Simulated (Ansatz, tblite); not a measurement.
Removing and adding an electron: In12N12H32, a nanocrystal cut from zinc blende InN (hydrogen-capped). Charge 0, multiplicity 1. Geometry: PBE-D4/def2-SVP. Ansatz, gas phase; energy differences of separate SCF runs; the oxidised species was run as a doublet alone; the reduced species was run as a doublet alone.

```xyz
56

N     0.098   -2.406    3.208
N     3.895   -1.435   -0.835
N     1.187   -0.852   -3.364
N    -2.758   -2.141    1.020
N    -2.105   -1.329   -2.272
N     0.492   -1.873   -0.105
N     1.139    0.613    2.370
N     1.809    1.418   -0.822
N    -1.643    1.015    0.182
N    -1.958    0.364    3.485
N    -0.768    1.796   -3.102
N    -0.288    4.215   -0.277
In    2.483   -2.781    0.270
In   -0.797   -3.034    1.204
In    0.054   -0.355    3.988
In   -0.132   -2.246   -2.147
In    3.888    0.774   -0.361
In    1.421    1.334   -2.908
In   -3.575   -2.538   -1.058
In   -3.008   -0.048    1.499
In   -2.374    0.791   -1.846
In    0.378    0.252    0.284
In    1.857    3.523   -0.103
In   -1.876    3.115    0.862
H    -0.211   -3.076    3.928
H     1.102   -2.622    3.060
H     4.844   -1.755   -0.582
H     3.847   -1.612   -1.850
H     0.875   -0.939   -4.344
H     2.124   -1.284   -3.378
H    -3.405   -2.680    1.621
H    -2.444   -1.484   -3.238
H     2.138    0.343    2.348
H     1.164    1.642    2.478
H    -2.619    0.163    4.251
H    -1.883    1.399    3.467
H    -1.036    1.646   -4.088
H    -0.899    2.811   -2.977
H    -0.572    4.346   -1.259
H    -0.285    5.175    0.101
H     2.577   -4.338   -0.518
H     2.833   -2.476    1.978
H    -0.719   -4.773    1.223
H     0.534   -0.162    5.643
H     0.048   -3.822   -2.862
H     4.976    1.499   -1.519
H     4.047    0.729    1.389
H     2.318    2.121   -4.172
H    -3.228   -4.218   -1.388
H    -5.099   -1.688   -1.134
H    -4.635    0.518    1.745
H    -3.883    1.507   -2.335
H     2.040    3.475    1.645
H     2.747    4.493   -1.252
H    -1.309    3.139    2.539
H    -3.405    3.750    0.306
```

In the def2 sets In takes a core potential; there is no spin–orbit coupling. The xTB rows come from tblite. Single mean-field runs in def2-SVP are fitted with def2-universal-jkfit.

**Question.** Estimate orbital energies and vertical ionisation energies and electron affinities at: GFN1-xTB; GFN2-xTB; PBE-D4/def2-SVP; PBE0-D4/def2-SVP.

**Answer.** 
```
           level  −HOMO (eV)  vertical IE (eV)  −LUMO (eV)  vertical EA (eV)  HOMO–LUMO gap (eV)  IE − EA (eV)                       remarks
        GFN1-xTB        7.73              9.21        5.41              4.12                2.32          5.09                             –
        GFN2-xTB       10.64             12.08        8.01              6.56                2.63          5.51                             –
 PBE-D4/def2-SVP        5.75                 –        2.30              0.93                3.46             –  HOMO above zero (-1 doublet)
PBE0-D4/def2-SVP        6.88              7.92        1.49              0.60                5.39          7.32  HOMO above zero (-1 doublet)
```

Run but left out: PBE-D4/def2-SVP (charge +1 doublet: an occupied level 0.04 eV above an empty one).   A HOMO above zero means that the electron is unbound at that level or that self-interaction error raises the level; the energy of removing that electron tells which. Raw xTB energy differences between charge states are shifted by several eV; the methods need an empirical correction for them. Sets without diffuse functions give affinities that are too small.
